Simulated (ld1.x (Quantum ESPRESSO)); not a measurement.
## Transferability test, TM potential for Er (Z = 68)

erbium (Er), norm-conserving Troullier–Martins (Kleinman–Bylander form), made with ld1.x (Quantum ESPRESSO) 7.5 (PW91, scalar-relativistic). Core [Kr] 4d10 4f11, reference 5s2 5p6 5d1 6s2 6p0. Waves: 5s (bound): rc 2.00 bohr; 5p (bound): rc 1.35 bohr; 5d (bound): rc 2.65 bohr. Local part: the d channel. Core correction: none.

Occupied shells without a wave of their own: 6s. They enter only through the test configuration that unscreens the potential.

Energies are relative to the spin-unpolarised reference configuration 5s2 5p6 5d1 6s2 6p0; without spin polarisation the order of configurations can differ from experiment. The frozen-core shift is the all-electron ΔE with the core orbitals held at their reference shape minus the fully relaxed ΔE.

```
valence configuration  charge  ΔE all-electron (eV)  error AE − PS (meV)  frozen-core shift (meV)
  5s2 5p6 5d1 6s1 6p0      +1                 7.090                 +506                     +4.6
  5s2 5p6 5d1 6s0 6p0      +2                19.877                +1323                      +25
  5s2 5p6 5d0 6s0 6p0      +3                39.926                +1804                     +155
5s2 5p6 5d1 6s1.5 6p0    +0.5                 2.871                 +222                     +1.3
  5s1 5p6 5d1 6s2 6p0      +1                61.926                 -527                     +428
```

**Question.** What are ΔE and the potential's error for 5s2 5p5 5d1 6s2 6p0?

**Answer.** ΔE = 35.066 eV all-electron; the error (AE − PS) is -209 meV.

**Question.** What are ΔE and the potential's error for 5s2 5p6 5d2 6s1 6p0?

**Answer.** ΔE = 2.457 eV all-electron; the error (AE − PS) is +345 meV.

ld1.x printed “convergence not achieved” for 7 of the counted tests; their residual had stalled under 1e-8, short of the target of 1e-14. The 6s level has no wave, so the channel is fitted at the deeper level alone: the likely source of the large errors.

The potential misses its own reference levels by up to 0.4 eV.
